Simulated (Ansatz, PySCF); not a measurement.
Precursor series W Cl-OH. Isolated molecules, 0 K electronic values unless said otherwise. One relaxed conformer stands for each flexible species; it need not be the lowest. In the def2 sets, heavy atoms carry core potentials. Quantity: redistribution energy (mixed species minus the weighted end members). Level 1: PBE-D3(BJ)/def2-TZVP // BP86-D3(BJ)/def2-SVP (PySCF). Level 2: frozen-core CCSD(T)/def2-TZVPP // BP86-D3(BJ)/def2-SVP (Ansatz, a program for electronic structure).

```
case                                     level 1 (kcal/mol)  level 2 (kcal/mol)
---------------------------------------  ------------------  ------------------
3 of 6 Cl replaced by OH: [W(Cl)3(OH)3]                -6.6                -7.8
5 of 6 Cl replaced by OH: [W(Cl)(OH)5]                 -4.5            withheld
4 of 6 Cl replaced by OH: [W(Cl)2(OH)4]                -3.5                -4.2
2 of 6 Cl replaced by OH: [W(Cl)4(OH)2]                 0.0                -1.0
1 of 6 Cl replaced by OH: [W(Cl)5(OH)]                  0.8                 0.2
```

Question: Fit level 2 = a + b·x to the 4 complete rows by least squares, with x = level 1 in kcal/mol. Give a, b and the rms residual, and predict the withheld value.

Answer: Means of the 4 rows: x̄ = -2.325, ȳ = -3.2 kcal/mol. Σ(x − x̄)² = 34.828 and Σ(x − x̄)(y − ȳ) = 36.58, so b = 1.050 and a = ȳ − b·x̄ = -0.76 kcal/mol. The rms residual is 0.19 kcal/mol. At x = -4.5 the line gives -5.5 kcal/mol. The run for 5 of 6 Cl replaced by OH: [W(Cl)(OH)5] gave -4.4 kcal/mol, so the line is off by 1.1 kcal/mol, more than twice the rms residual.

Codes: Ansatz, PySCF.
